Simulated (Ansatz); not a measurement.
Consider the hydrogenolysis of the Si–Cl bond: `CC[Si]Cl` + H₂ → `CC[SiH]` + HCl.

Isolated molecules relaxed with PBE0-D4/def2-TZVP in Ansatz; ΔE leaves out vibrations. CCSD(T)/CBS adds triple-zeta CCSD(T) − MP2 to the extrapolated MP2 energy (def2 sets, frozen cores). This one scheme is used for every species. DFT in def2-TZVPP. Each species was taken in one conformer, which may not be the lowest.

```tsv
level	ΔE (eV)
B2PLYP	1.29
PBE0	1.28
CAM-B3LYP	1.23
MP2/def2-SVP	1.22
```

Question: What does CCSD(T)/CBS give? (Estimate.)

Answer: Ansatz gave: +1.31 eV. The listed levels differ from it by -0.02, -0.03, -0.08, -0.09 eV.

Largest T1 diagnostic among the species: 0.012.

From r2SCAN to r2SCAN0 (25 % exact exchange), in def2-TZVPP and without D4, ΔE moves by −0.05 eV. In def2-TZVPP, CCSD(T) changes the Hartree–Fock value by +0.15 eV (the triples alone add +0.06 eV) and MP2 by +0.27 eV.
